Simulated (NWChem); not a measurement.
System: C₂H₄ClFSi; SMILES C=C(F)[SiH2]Cl

Here is an NWChem input.

```
start job
memory heap 200 mb stack 900 mb global 1100 mb
geometry units angstroms
  C     -1.960623    -0.162112     0.455579
  C     -1.116737     0.241042    -0.479984
  F     -1.633743     0.767567    -1.623799
  Si     0.780381     0.199773    -0.478798
  Cl     1.359404    -0.603689     1.270851
  H     -1.590062    -0.582314     1.371750
  H     -3.028526    -0.084800     0.335215
  H      1.237580    -0.639197    -1.582713
  H      1.285069     1.565276    -0.586231
end
basis spherical
  * library def2-svp
end
dft
  xc pbe0
  iterations 150
end
driver
  maxiter 120
end
task dft optimize
task dft freq
```

The level has its own optimisation; frequencies are unscaled.

Task: What results follow from this input? (PBE0/def2-SVP.) Quantities: r C–C (Å); r C–H (Å); r C–F (Å); r C–Si (Å); highest harmonic frequency (cm⁻¹); lowest (cm⁻¹); zero-point energy (kcal/mol); dipole (D).

Result: The r C–C (Å) comes out as 1.330. The r C–H (Å) comes out as 1.092. The r C–F (Å) is 1.348 and the r C–Si (Å) is 1.882. The highest harmonic frequency (cm⁻¹) is 3296, the lowest (cm⁻¹) is 68 and the zero-point energy (kcal/mol) is 33.7. The dipole (D) comes out as 0.20.
